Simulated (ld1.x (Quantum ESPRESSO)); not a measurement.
# N: from the effect back to the setting (TM)

Base potential:

* Element: nitrogen (N)
* Generator: ld1.x (Quantum ESPRESSO) 7.5
* Type: norm-conserving Troullier–Martins (Kleinman–Bylander form)
* Functional: revPBE
* Relativity: scalar-relativistic
* Frozen core: [He]
* Valence charge: 5
* Reference configuration: 2s2 2p1 (charge +2)
* Partial waves: 2s (bound): rc 0.65 bohr; 2p (bound): rc 1.55 bohr; 3d channel at 0.05 Ry: rc 1.45 bohr
* Local potential: the d channel
* Core correction: Bessel-smoothed model core inside 0.45 bohr

Cutoffs, loose and tight: the cutoffs (Ry, on a coarse ladder) from which the occupation-weighted sum of valence levels, in a spherical-Bessel basis at the reference potential, stays within 10 and 1 mRy of its value at 400 Ry. They do not see the model core or the augmentation charge, which bear on the density cutoff. Test errors are all-electron minus pseudo excitation energies from the reference, over the configurations 2s2 2p3; 2s2 2p2; 2s2 2p0; 2s0 2p5; 2s2 2p3.3; 2s2 2p2.5; 2s1 2p4; variants that change the core or the reference have their own tests.

Only the scale of all radii but the core radius (base = 1) is moved:

```
scale of all radii but the core radius (base = 1)    bound ghosts  largest test error (meV)  median size of the test errors
                                             0.77  not determined                      +227                        69.3 meV
                                             0.83            none                      +230                        80.8 meV
                                             1.02            none                      +342                       147.7 meV
                                             1.13            none                      +466                       214.4 meV
                                             1.23            none                      +679                       319.2 meV
                                              1.3            none                      +827                       395.1 meV
                                             1.38            none                     +1007                       473.6 meV
```

Task: One more run gave bound ghosts: none; largest test error (meV): +280; median size of the test errors: 114.2 meV. Which value of the scale of all radii but the core radius (base = 1) was used?

Result: 0.95. The median size of the test errors moves one way along this sweep, from 69.3 meV at 0.77 to 473.6 meV at 1.38, which places the run between 0.83 and 1.02.
